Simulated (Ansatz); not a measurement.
System: GeF$_{2}$, charge 0, triplet. This triplet is an excited state, 3.5 eV above the singlet at CCSD(T)/cc-pV5Z (Ansatz, a quantum-chemistry and plane-wave program). GeF2 (SMILES [F][Ge][F], triplet).
B3LYP-D3(BJ)/def2-TZVP minimum from Ansatz:
```xyz
3

Ge     0.0018    -0.0023     0.3428
F      0.7118     1.2940    -0.6045
F     -0.7182    -1.2858    -0.6143
```
Charge 0, spin multiplicity 3.

Total energies in cc-pVTZ, 18 correlated electrons, 16 frozen orbitals. UHF or UKS for unpaired electrons; spin-orbit terms are left out. Correlated methods leave the cores frozen (noble-gas shells, and filled d and f shells in the p block). No relativity. The spin of F2Ge ([F][Ge][F], triplet) was assumed, and the state is the lowest solution found for it.

```
method    program  energy (Eh)  minus CCSDT(Q) (mEh)
--------  -------  -----------  --------------------
HF         Ansatz  -2274.33948                599.54
MP2        Ansatz  -2274.91887                 20.15
CCSD       Ansatz  -2274.91884                 20.18
CCSD(T)    Ansatz  -2274.93765                  1.37
CCSDT(Q)   Ansatz  -2274.93902                  0.00
```

Rough core times of Ansatz's runs on a shared machine: CCSD(T) under 20 s, CCSDT(Q) 30 min.
